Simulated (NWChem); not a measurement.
Everything below was run with NWChem. System: stibine (H$_{3}$Sb), charge 0, spin multiplicity 1, at a geometry optimised with B3LYP/def2-SVP with def2 effective core potentials on Sb. Level: TDA-BHandHLYP/def2-SVPD with def2 effective core potentials on Sb.

Part of the output:

```
             Northwest Computational Chemistry Package (NWChem) 7.3.0
             --------------------------------------------------------

                                NWChem Input Module
                                -------------------

 Scaling coordinates for geometry "geometry" by  1.889725989
 (inverse scale =  0.529177249)

 Turning off AUTOSYM since
 SYMMETRY directive was detected!

                             Geometry "geometry" -> ""
                             -------------------------

 Output coordinates in angstroms (scale by  1.889725989 to convert to a.u.)

  No.       Tag          Charge          X              Y              Z
 ---- ---------------- ---------- -------------- -------------- --------------
    1 Sb                  51.0000     0.00055200     0.05413100     0.00000000
    2 H                    1.0000    -0.72025500    -0.91295500     1.23131800
    3 H                    1.0000    -0.72025500    -0.91295500    -1.23131800
    4 H                    1.0000     1.41233900    -0.93476900     0.00000000

 Effective nuclear repulsion energy (a.u.)      47.6169136943

            Nuclear Dipole moment (a.u.)
            ----------------------------
        X                 Y               Z
 ---------------- ---------------- ----------------
    -0.0000359048     0.0000037795     0.0000000000

      Symmetry information
      --------------------

 Group name             Cs
 Group number              2
 Group order               2
 No. of unique centers     3

      Symmetry unique atoms

     1    2    4


 Summary of "ao basis" -> "" (spherical)
 ------------------------------------------------------------------------------
       Tag                 Description            Shells   Functions and Types
 ---------------- ------------------------------  ------  ---------------------
 *                         def2-svpd                  on all atoms

                                 NWChem DFT Module
                                 -----------------

 Summary of "ao basis" -> "ao basis" (spherical)
 ------------------------------------------------------------------------------
       Tag                 Description            Shells   Functions and Types
 ---------------- ------------------------------  ------  ---------------------
 Sb                        def2-svpd                12       32   5s4p3d
 H                         def2-svpd                 4        8   2s2p

 Summary of "ao basis" -> "ao basis" (spherical)
 ------------------------------------------------------------------------------
       Tag                 Description            Shells   Functions and Types
 ---------------- ------------------------------  ------  ---------------------
 Sb                        def2-svpd                12       32   5s4p3d
 H                         def2-svpd                 4        8   2s2p

      Symmetry analysis of basis
      --------------------------

        a'         36
        a"         20

            General Information
            -------------------
          SCF calculation type: DFT
          Wavefunction type:  closed shell.
          No. of atoms     :     4
          No. of electrons :    26
           Alpha electrons :    13
            Beta electrons :    13
          Charge           :     0
          Spin multiplicity:     1
          Use of symmetry is: off; symmetry adaption is: on
          Maximum number of iterations: 100
          AO basis - number of functions:    56
                     number of shells:    24
          Convergence on energy requested:  1.00D-06
          Convergence on density requested:  1.00D-05
          Convergence on gradient requested:  5.00D-04

              XC Information
              --------------
                        BHLYP Method XC Functional
                     Hartree-Fock (Exact) Exchange  0.500
                        Slater Exchange Functional  0.500 local
                    Becke 1988 Exchange Functional  0.500 non-local
              Lee-Yang-Parr Correlation Functional  1.000

             Grid Information
             ----------------
          Grid used for XC integration:  medium
          Radial quadrature: Mura-Knowles
[...]
  ----------------------------------------------------------------------------
  Root   3 singlet a'             0.241408108 a.u.                6.5691 eV
  ----------------------------------------------------------------------------
     Transition Moments    X -0.01113   Y -1.06340   Z -0.00000
     Transition Moments   XX  0.64072  XY -0.01507  XZ  0.00000
     Transition Moments   YY -0.79870  YZ -0.00000  ZZ  0.64136
     Dipole Oscillator Strength                    0.1820133938
     Electric Quadrupole                           0.0000000518
     Magnetic Dipole                               0.0000000000
     Total Oscillator Strength                     0.1820134456

          sigma_e =   2.8409 Angstrom
          sigma_h =   1.6339 Angstrom
         |d_h->e| =   0.2278 Angstrom
            d_exc =   3.2703 Angstrom
            d_CD1 =   1.4349 Angstrom
            d_CD2 =  -2.0096 Angstrom
            d_CD3 =   3.4981 Angstrom
     Pearson C.C. =   0.0105

     Occ.   11  a"  ---  Virt.   15  a"      -0.05742
     Occ.   12  a'  ---  Virt.   14  a'      -0.05732
     Occ.   13  a'  ---  Virt.   16  a'       0.99116
     Occ.   13  a'  ---  Virt.   19  a'      -0.07406
  ----------------------------------------------------------------------------
  Root   4 singlet a"             0.297264319 a.u.                8.0890 eV
  ----------------------------------------------------------------------------
     Transition Moments    X -0.00000   Y  0.00000   Z  0.00005
     Transition Moments   XX -0.00000  XY -0.00000  XZ -0.00005
     Transition Moments   YY -0.00000  YZ -0.00004  ZZ  0.00000
     Dipole Oscillator Strength                    0.0000000004
     Electric Quadrupole                           0.0000000000
     Magnetic Dipole                               0.0000036948
     Total Oscillator Strength                     0.0000036952

          sigma_e =   2.0770 Angstrom
          sigma_h =   1.6315 Angstrom
         |d_h->e| =   0.5805 Angstrom
            d_exc =   2.6512 Angstrom
            d_CD1 =   1.0260 Angstrom
            d_CD2 =  -1.2738 Angstrom
            d_CD3 =   3.2317 Angstrom
     Pearson C.C. =   0.0419

     Occ.   11  a"  ---  Virt.   14  a'       0.70233
     Occ.   11  a"  ---  Virt.   18  a'      -0.05775
     Occ.   12  a'  ---  Virt.   15  a"      -0.70233
     Occ.   12  a'  ---  Virt.   17  a"       0.05776
  ----------------------------------------------------------------------------
  Root   5 singlet a"             0.316842585 a.u.                8.6217 eV
  ----------------------------------------------------------------------------
     Transition Moments    X  0.00004   Y -0.00000   Z  0.17249
     Transition Moments   XX  0.00011  XY  0.00022  XZ -0.50202
     Transition Moments   YY -0.00000  YZ  1.06697  ZZ -0.00011
     Dipole Oscillator Strength                    0.0062845418
     Electric Quadrupole                           0.0000002355
     Magnetic Dipole                               0.0000000234
     Total Oscillator Strength                     0.0062848007

          sigma_e =   2.4485 Angstrom
          sigma_h =   1.6785 Angstrom
         |d_h->e| =   0.1544 Angstrom
            d_exc =   2.9969 Angstrom
            d_CD1 =   0.9244 Angstrom
            d_CD2 =  -1.9091 Angstrom
            d_CD3 =   3.1513 Angstrom
     Pearson C.C. =  -0.0177

     Occ.   11  a"  ---  Virt.   14  a'       0.42620
     Occ.   11  a"  ---  Virt.   16  a'      -0.28187
     Occ.   12  a'  ---  Virt.   15  a"       0.42601
     Occ.   13  a'  ---  Virt.   17  a"      -0.74189
  ----------------------------------------------------------------------------
  Root   6 singlet a'             0.316843118 a.u.                8.6217 eV
  ----------------------------------------------------------------------------
     Transition Moments    X -0.17252   Y  0.00173   Z  0.00004
     Transition Moments   XX -0.53440  XY -1.05640  XZ -0.00010
     Transition Moments   YY  0.02187  YZ  0.00022  ZZ  0.51289
     Dipole Oscillator Strength                    0.0062876924
     Electric Quadrupole                           0.0000002355
     Magnetic Dipole                               0.0000000234
     Total Oscillator Strength                     0.0062879513

          sigma_e =   2.4485 Angstrom
          sigma_h =   1.6785 Angstrom
         |d_h->e| =   0.1544 Angstrom
            d_exc =   2.9969 Angstrom
            d_CD1 =   0.9245 Angstrom
            d_CD2 =  -1.9090 Angstrom
            d_CD3 =   3.1513 Angstrom
     Pearson C.C. =  -0.0177

     Occ.   11  a"  ---  Virt.   15  a"      -0.42590
     Occ.   12  a'  ---  Virt.   14  a'       0.42589
     Occ.   12  a'  ---  Virt.   16  a'       0.28251
     Occ.   13  a'  ---  Virt.   18  a'       0.74188
  ----------------------------------------------------------------------------
  Root   7 singlet a'             0.319770719 a.u.                8.7014 eV
  ----------------------------------------------------------------------------
     Transition Moments    X -0.25314   Y  0.00262   Z -0.00000
     Transition Moments   XX -1.22450  XY  0.80848  XZ  0.00002
     Transition Moments   YY -0.01631  YZ  0.00001  ZZ  1.24093
     Dipole Oscillator Strength                    0.0136619966
     Electric Quadrupole                           0.0000003784
     Magnetic Dipole                               0.0000005408
     Total Oscillator Strength                     0.0136629158

          sigma_e =   2.6915 Angstrom
          sigma_h =   1.6405 Angstrom
         |d_h->e| =   0.3570 Angstrom
            d_exc =   3.1157 Angstrom
            d_CD1 =   1.4081 Angstrom
            d_CD2 =  -1.8090 Angstrom
            d_CD3 =   3.4727 Angstrom
     Pearson C.C. =   0.0402

     Occ.   11  a"  ---  Virt.   15  a"      -0.18890
     Occ.   12  a'  ---  Virt.   14  a'       0.18841
     Occ.   12  a'  ---  Virt.   16  a'       0.79049
     Occ.   12  a'  ---  Virt.   19  a'      -0.08290
     Occ.   12  a'  ---  Virt.   20  a'       0.07303
     Occ.   13  a'  ---  Virt.   14  a'      -0.05934
     Occ.   13  a'  ---  Virt.   18  a'      -0.52508
  ----------------------------------------------------------------------------
  Root   8 singlet a"             0.319772447 a.u.                8.7015 eV
  ----------------------------------------------------------------------------
     Transition Moments    X -0.00000   Y  0.00000   Z  0.25288
     Transition Moments   XX -0.00002  XY  0.00001  XZ -1.24863
     Transition Moments   YY -0.00000  YZ -0.78279  ZZ  0.00002
     Dipole Oscillator Strength                    0.0136325790
     Electric Quadrupole                           0.0000003782
     Magnetic Dipole                               0.0000005409
     Total Oscillator Strength                     0.0136334980

          sigma_e =   2.6915 Angstrom
          sigma_h =   1.6405 Angstrom
         |d_h->e| =   0.3569 Angstrom
            d_exc =   3.1157 Angstrom
            d_CD1 =   1.4080 Angstrom
            d_CD2 =  -1.8090 Angstrom
            d_CD3 =   3.4726 Angstrom
     Pearson C.C. =   0.0402

     Occ.   11  a"  ---  Virt.   14  a'       0.18956
     Occ.   11  a"  ---  Virt.   16  a'      -0.79016
     Occ.   11  a"  ---  Virt.   19  a'       0.08286
     Occ.   11  a"  ---  Virt.   20  a'      -0.07303
     Occ.   12  a'  ---  Virt.   15  a"       0.18904
     Occ.   13  a'  ---  Virt.   15  a"       0.05938
     Occ.   13  a'  ---  Virt.   17  a"       0.52512

              Target root =      1
          Target symmetry = none
      Ground state energy =   -241.947967529959
        Excitation energy =      0.237734927111
     Excited state energy =   -241.710232602847

  stored tddft:energy   -241.71023260284713

 Task  times  cpu:       49.0s     wall:       49.0s

 Total times  cpu:       49.1s     wall:       49.1s
```

Q: Write an NWChem input that would produce this output.

A: One answer among several that fit: 
```
start mol
memory heap 200 mb stack 900 mb global 1100 mb
geometry units angstroms nocenter noautoz
  Sb     0.000552     0.054131     0.000000
  H     -0.720255    -0.912955     1.231318
  H     -0.720255    -0.912955    -1.231318
  H      1.412339    -0.934769     0.000000
  symmetry group Cs
end
basis spherical
  * library def2-svpd
end
ecp
  Sb library def2-ecp
end
dft
  xc bhlyp
  semidirect memsize 60000000 filesize 0
  iterations 100
end
tddft
  cis
  nroots 8
  notriplet
  thresh 1e-4
end
task tddft energy
```
